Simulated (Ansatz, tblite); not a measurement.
Removing and adding an electron: In₄N₄H₁₆, a cluster cut from zinc blende InN (hydrogen-capped). Total charge 0; singlet. Geometry: r2SCAN-D4/def2-SVP. Ansatz, gas phase; energy differences of separate SCF runs; the oxidised species was run as a doublet alone; the reduced species was run as a doublet alone.

Cartesian coordinates in Å:
```
N 0.632 -1.677 1.195
N 0.272 -0.060 -2.142
N 1.233 1.646 0.666
N -2.132 0.095 0.278
In 1.941 -0.034 1.960
In 1.576 1.653 -1.542
In -1.576 -1.665 1.538
In -1.953 0.036 -1.949
H 0.964 -2.517 1.684
H 0.846 -1.882 0.215
H 0.434 -0.160 -3.151
H 0.631 -0.940 -1.763
H 1.756 2.462 1.005
H 0.262 1.889 0.884
H -1.715 0.952 0.652
H -3.134 0.231 0.453
H 3.540 -0.370 1.399
H 1.353 0.284 3.552
H 3.209 1.122 -1.730
H 0.770 3.049 -2.165
H -2.219 -3.028 0.693
H -1.759 -1.177 3.185
H -2.559 -1.519 -2.393
H -2.372 1.611 -2.523
```

In the def2 sets In takes a core potential; there is no spin–orbit coupling. The xTB rows come from tblite. Single mean-field runs in def2-TZVP are fitted with def2-universal-jkfit. HOMO above LUMO, or a gap near zero within one spin, warns that the state may not be the lowest or that an electron is smeared out.

**Question.** Estimate orbital energies and vertical ionisation energies and electron affinities at: GFN1-xTB; GFN2-xTB; PBE-D4/def2-TZVP; PBE0-D4/def2-TZVP; ωB97X-V/def2-TZVP.

**Answer.** 
```csv
level,−HOMO (eV),vertical IE (eV),−LUMO (eV),vertical EA (eV),HOMO–LUMO gap (eV),IE − EA (eV),remarks
GFN1-xTB,9.93,11.81,5.09,3.50,4.84,8.31,–
GFN2-xTB,11.18,12.92,6.36,4.51,4.82,8.40,–
PBE-D4/def2-TZVP,6.45,8.35,1.70,0.31,4.75,8.03,"HOMO above zero (-1 doublet), gap within one spin near zero (+1 doublet)"
PBE0-D4/def2-TZVP,7.61,9.00,1.00,0.05,6.61,8.94,HOMO above zero (-1 doublet)
ωB97X-V/def2-TZVP,9.96,9.90,-0.56,-0.50,10.51,10.40,HOMO above zero (-1 doublet)
```

Relaxing the oxidised species (r2SCAN-D4/def2-SVP) changes its energy by -0.06 eV at PBE-D4/def2-TZVP, so the adiabatic ionisation energy to this nearest minimum is 8.29 eV. At PBE0-D4/def2-TZVP it is 8.92 eV.     A HOMO above zero means that the electron is unbound at that level or that self-interaction error raises the level; the energy of removing that electron tells which. Raw xTB energy differences between charge states are shifted by several eV; the methods need an empirical correction for them. Sets without diffuse functions give affinities that are too small. A negative affinity means that the extra electron isn't bound; its size then hangs on the basis.
